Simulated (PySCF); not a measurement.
Level of theory: PySCF with TPSSh-D3(BJ)/def2-TZVP // PBE-D3(BJ)/def2-SVP. Gas-phase values, no solvent. One relaxed conformer stands for a flexible species; it need not be the lowest. 

Reference species: [Ni(H2O)2(NH3)4]2+ (near-degenerate triplet) (charge +2, multiplicity 3).

```json
{
 "spin population on the central atom (Mulliken)": "1.67",
 "mean_distance_from_the_central_atom_to_its_bonded_neighbours": "2.144 Å",
 "charge on the central atom (Mulliken)": "0.61 e",
 "highest_occupied_spin_orbital": "-14.01 eV"
}
```

Changed species: [Ni(H2O)4(NH3)2]2+ (excited triplet) (2 of 6 H2O replaced by NH3, multiplicity 3; the reference has 4 of 6 H2O replaced by NH3, multiplicity 3).

Question: Predict the effect on the spin population on the central atom (Mulliken), mean distance from the central atom to its bonded neighbours, charge on the central atom (Mulliken) and highest occupied spin orbital.

Answer: the spin population on the central atom (Mulliken) increases by 0.04, to 1.71; the mean distance from the central atom to its bonded neighbours decreases by 0.036 Å, to 2.108 Å; the charge on the central atom (Mulliken) increases by 0.07 e, to 0.68 e; the highest occupied spin orbital drops by 1.05 eV, to -15.06 eV.
